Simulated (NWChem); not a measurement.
# iminoborane (BNH2); SMILES N=B

Results from NWChem. The geometry was optimised at PBE0-D3(BJ)/def2-TZVP. Total energies compare along this basis series because the functional is fixed.

| level | basis functions | energy (Ha) | highest occupied level (eV) | orbital gap (eV) | dipole (D) |
|---|---|---|---|---|---|
| B3LYP/3-21G | 22 | -80.3630 | -8.01 | 9.59 | 0.62 |
| B3LYP/pcseg-1 | 38 | -80.7960 | -8.24 | 9.08 | 0.16 |
| B3LYP/aug-pcseg-1 | 64 | -80.7997 | -8.36 | 8.28 | 0.06 |
| B3LYP/pcseg-2 | 88 | -80.8448 | -8.34 | 8.72 | 0.02 |
| B3LYP/def2-TZVPP | 90 | -80.8438 | -8.32 | 8.80 | 0.01 |
| B3LYP/def2-QZVP | 174 | -80.8496 | -8.34 | 8.65 | 0.04 |
